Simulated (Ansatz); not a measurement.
Start from `Br/C=C/I` and change one atom or group to get `C=CBr`.

Ansatz, PBE0-D4/def2-TZVP geometries, multiplicity 1. 

Elements past krypton have def2 core potentials. Scalar relativity is left out up to krypton. Spin–orbit coupling is left out; it splits and shifts lone-pair levels of the heavy atoms by tenths of an eV.

```csv
property,`Br/C=C/I`
size of the dipole moment (ωB97M-V/def2-TZVPP) / D,0.29
HOMO energy (PBE0/def2-TZVPP) / eV,-7.06
"ideal-gas entropy at 298 K and 1 bar (rigid rotor, harmonic PBE0-D4/def2-TZVP) / J/(mol·K)",328
LUMO energy (B3LYP/def2-TZVPP) / eV,-1.41
HOMO–LUMO gap (PBE0/def2-TZVPP) / eV,5.88
size of the dipole moment (PBE/def2-TZVPP) / D,0.24
```

Question: Give the same properties after the change, and the shifts. (Best estimate.)

Answer: Computed: 
| property | `C=CBr` | shift |
| --- | --- | --- |
| size of the dipole moment (ωB97M-V/def2-TZVPP) / D | 1.47 | 1.18 |
| HOMO energy (PBE0/def2-TZVPP) / eV | -7.44 | -0.38 |
| ideal-gas entropy at 298 K and 1 bar (rigid rotor, harmonic PBE0-D4/def2-TZVP) / J/(mol·K) | 275 | -53 |
| LUMO energy (B3LYP/def2-TZVPP) / eV | -0.59 | 0.82 |
| HOMO–LUMO gap (PBE0/def2-TZVPP) / eV | 7.08 | 1.20 |
| size of the dipole moment (PBE/def2-TZVPP) / D | 1.33 | 1.09 |

With PBE0 the HOMO falls by 0.38 eV and the LUMO rises by 0.82 eV, so the gap widens by about 1.20 eV. PBE moves the HOMO by -0.32 eV and ωB97M-V by -0.48 eV. Dipoles are sizes alone; their direction can turn.

B3LYP here is the variant with VWN-RPA as its local correlation; programs differ in this.
